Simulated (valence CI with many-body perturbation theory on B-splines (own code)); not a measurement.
Ta XXV: E2, M1 decay

Calculated by configuration interaction combined with many-body perturbation theory (CI+MBPT): three valence electrons over a frozen Dirac-Fock core [Kr] 4d10, a basis of 8 s, 8 p, 9 d, 9 f, 6 g, 3 h, 2 i functions for each j, with the one-electron correlation potential Σ1, the two-electron term Σ2, the three-electron term Σ3, Breit, model QED; selected CI, second order for the rest, scaled by the run's own slope (own B-spline code, finite nucleus).

No measured levels were compared; by estimate terms of the open shell hold to a few per cent of their energy, and close levels can change places. Core correlation moves these levels by up to 46000 cm⁻¹, and in measured spectra 5 to 20 % of such shifts remained as error; rates that hang on mixing are uncertain with them.

Lines 51 to 100 of 120 in falling wavelength, among levels below 919780 cm⁻¹, chosen from the decays that carry over 1 % of a level's rate. Wavelengths and rates use the calculated energies, so an error of 2000 cm⁻¹ moves a line at 3605 Å by 7.2 % and its rate by three times that or more. Electric multipoles are in the length gauge, E1 and E2 with the static RPA response of the core. Weak lines are less certain than strong ones. Lines between different terms over intervals too small for the method are left out, as are lines whose strength nearly cancels. Where a level lies close to another of its J and parity, the split of strength between their lines is uncertain.

Names give the largest LS component (configuration and term), which can be under half, so a name can repeat, a term be missing and a line seem to break the LS rules; names also repeat where a configuration has a term twice. Letters in brackets count levels of one name in rising energy.

| λ vac (Å) | Upper | Lower | Type | A (s⁻¹) | Branch % |
| --- | --- | --- | --- | --- | --- |
| 3605 | 4f³ ²D°_3/2 [b] | 4f³ ²P°_1/2 | M1 | 1.68e+02 | 22.1 |
| 3508 | 4f³ ²I°_11/2 | 4f³ ²K°_13/2 | M1 | 8.86e+00 | 3.0 |
| 3503 | 4f³ ²D°_3/2 [a] | 4f³ ⁴F°_5/2 | M1 | 1.29e+02 | 30.0 |
| 3453 | 4f³ ²I°_11/2 | 4f³ ²H°_11/2 [a] | M1 | 1.37e+02 | 46.5 |
| 3426 | 4f³ ²G°_7/2 [a] | 4f³ ⁴F°_5/2 | M1 | 7.47e+01 | 22.1 |
| 3395 | 4f³ ²D°_5/2 [b] | 4f³ ⁴G°_7/2 | M1 | 1.03e+01 | 2.7 |
| 3365 | 4f³ ²G°_9/2 [a] | 4f³ ⁴F°_9/2 | M1 | 2.95e+02 | 53.7 |
| 3275 | 4f³ ²D°_5/2 [a] | 4f³ ⁴G°_5/2 | M1 | 4.78e+01 | 21.2 |
| 3256 | 4f³ ⁴D°_7/2 | 4f³ ⁴G°_9/2 | M1 | 9.29e+00 | 4.8 |
| 3249 | 4f³ ²L°_17/2 | 4f³ ²K°_15/2 | M1 | 1.41e+02 | 76.2 |
| 3207 | 4f³ ²D°_3/2 [b] | 4f³ ²D°_3/2 [a] | M1 | 3.31e+02 | 43.3 |
| 3097 | 4f³ ²K°_15/2 | 4f³ ⁴I°_15/2 | M1 | 1.77e+02 | 43.9 |
| 3060 | 4f³ ²G°_9/2 [a] | 4f³ ⁴G°_7/2 | M1 | 7.15e+01 | 13.0 |
| 3057 | 4f³ ²D°_5/2 [a] | 4f³ ⁴F°_7/2 | M1 | 1.09e+01 | 4.8 |
| 3032 | 4f³ ⁴D°_7/2 | 4f³ ²G°_7/2 [a] | M1 | 9.60e+00 | 5.0 |
| 2998 | 4f³ ²D°_5/2 [a] | 4f³ ⁴S°_3/2 | M1 | 3.27e+00 | 1.4 |
| 2986 | 4f³ ²H°_11/2 [a] | 4f³ ⁴I°_13/2 | M1 | 8.50e+01 | 27.4 |
| 2947 | 4f³ ²K°_13/2 | 4f³ ⁴I°_13/2 | M1 | 8.59e+01 | 19.1 |
| 2790 | 4f³ ⁴G°_9/2 | 4f³ ²H°_9/2 [a] | M1 | 1.07e+02 | 35.7 |
| 2726 | 4f³ ⁴D°_3/2 | 4f³ ⁴G°_5/2 | M1 | 2.01e+01 | 12.3 |
| 2650 | 4f³ ²D°_5/2 [b] | 4f³ ⁴G°_5/2 | M1 | 3.56e+01 | 9.2 |
| 2611 | 4f³ ²D°_5/2 [a] | 4f³ ⁴F°_5/2 | M1 | 3.03e+01 | 13.4 |
| 2561 | 4f³ ²L°_15/2 | 4f³ ²K°_13/2 | M1 | 3.06e+02 | 56.0 |
| 2553 | 4f³ ²I°_13/2 | 4f³ ²K°_13/2 | M1 | 7.13e+01 | 32.3 |
| 2531 | 4f³ ⁴D°_3/2 | 4f³ ⁴S°_3/2 | M1 | 1.27e+02 | 78.1 |
| 2524 | 4f³ ²I°_13/2 | 4f³ ²H°_11/2 [a] | M1 | 2.79e+01 | 12.7 |
| 2505 | 4f³ ²D°_5/2 [b] | 4f³ ⁴F°_7/2 | M1 | 1.77e+02 | 45.6 |
| 2465 | 4f³ ²D°_5/2 [b] | 4f³ ⁴S°_3/2 | M1 | 7.47e+01 | 19.3 |
| 2453 | 4f³ ²D°_3/2 [a] | 4f³ ⁴F°_3/2 | M1 | 6.77e+01 | 15.7 |
| 2409 | 4f³ ²H°_9/2 [a] | 4f³ ⁴I°_9/2 | M1 | 2.80e+02 | 85.9 |
| 2318 | 4f³ ²G°_9/2 [a] | 4f³ ⁴F°_7/2 | M1 | 1.95e+01 | 3.5 |
| 2316 | 4f³ ⁴D°_7/2 | 4f³ ⁴F°_9/2 | M1 | 6.80e+00 | 3.5 |
| 2262 | 4f³ ²P°_1/2 | 4f³ ⁴F°_3/2 | M1 | 1.51e+02 | 65.0 |
| 2201 | 4f³ ²H°_11/2 [b] | 4f³ ²H°_9/2 [a] | M1 | 1.77e+01 | 15.8 |
| 2198 | 4f³ ²D°_5/2 [b] | 4f³ ⁴F°_5/2 | M1 | 2.43e+01 | 6.3 |
| 2184 | 4f³ ²K°_15/2 | 4f³ ⁴I°_13/2 | M1 | 2.12e+02 | 52.7 |
| 2168 | 4f³ ⁴D°_7/2 | 4f³ ⁴G°_7/2 | M1 | 8.47e+00 | 4.4 |
| 2133 | 4f³ ⁴F°_9/2 | 4f³ ⁴I°_11/2 | M1 | 5.60e+01 | 18.6 |
| 2042 | 4f³ ²H°_11/2 [a] | 4f³ ⁴I°_11/2 | M1 | 8.77e+01 | 28.2 |
| 2023 | 4f³ ²K°_13/2 | 4f³ ⁴I°_11/2 | M1 | 3.63e+02 | 80.9 |
| 1980 | 4f³ ²D°_5/2 [a] | 4f³ ⁴F°_3/2 | M1 | 1.03e+02 | 45.6 |
| 1974 | 4f³ ⁴D°_1/2 | 4f³ ⁴S°_3/2 | M1 | 4.06e+01 | 22.4 |
| 1943 | 4f³ ⁴F°_7/2 | 4f³ ⁴I°_9/2 | M1 | 2.71e+01 | 67.8 |
| 1924 | 4f³ ²D°_3/2 [b] | 4f³ ⁴G°_5/2 | M1 | 2.22e+01 | 2.9 |
| 1883 | 4f³ ²G°_9/2 [a] | 4f³ ²H°_9/2 [a] | M1 | 9.75e+00 | 1.8 |
| 1872 | 4f³ ²H°_11/2 [b] | 4f³ ⁴I°_13/2 | M1 | 4.55e+01 | 40.7 |
| 1864 | 4f³ ⁴G°_5/2 | 4f³ ⁴I°_9/2 | E2 | 6.12e-01 | 1.9 |
| 1838 | 4f³ ⁴D°_7/2 | 4f³ ⁴G°_5/2 | M1 | 3.13e+00 | 1.6 |
| 1837 | 4f³ ²I°_11/2 | 4f³ ²H°_9/2 [a] | M1 | 5.11e+01 | 17.4 |
| 1825 | 4f³ ²D°_3/2 [b] | 4f³ ⁴S°_3/2 | M1 | 1.14e+01 | 1.5 |
